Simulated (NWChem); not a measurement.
Species: C3H5I; SMILES C=C(C)I

```xyz
9

C      1.3012    -1.9104     0.0000
C      0.1071    -1.3212     0.0000
C     -1.2169    -2.0068     0.0000
I     -0.0010     0.7989     0.0000
H      2.2395    -1.3534     0.0000
H      1.3569    -3.0045     0.0000
H     -1.8089    -1.7283     0.8859
H     -1.0758    -3.0986     0.0000
H     -1.8089    -1.7283    -0.8859
```
Atoms are numbered in this order, from 1.

Coordinates come from a PBE0/def2-SVP optimisation. Not confirmed as a minimum by frequencies. def2 effective core potentials on I; no spin-orbit coupling.

Symmetry labels are those of Cs in the frame above (b1 and b2, or b-type labels, depend on it).

### Question
List the 4 lowest vertical singlet excitations from PBE0/def2-SVPD with def2 effective core potentials on I, TDA (NWChem).

### Answer
```
state  energy (eV)  oscillator strength  symmetry  leading excitation (squared amplitude)
-----  -----------  -------------------  --------  --------------------------------------
S1            4.69                0.000        a"                      HOMO → LUMO (0.99)
S2            5.19                0.000        a'                    HOMO−1 → LUMO (0.99)
S3            5.84                0.000        a"                  HOMO−1 → LUMO+1 (1.00)
S4            5.92                0.120        a'                    HOMO → LUMO+1 (0.86)
```
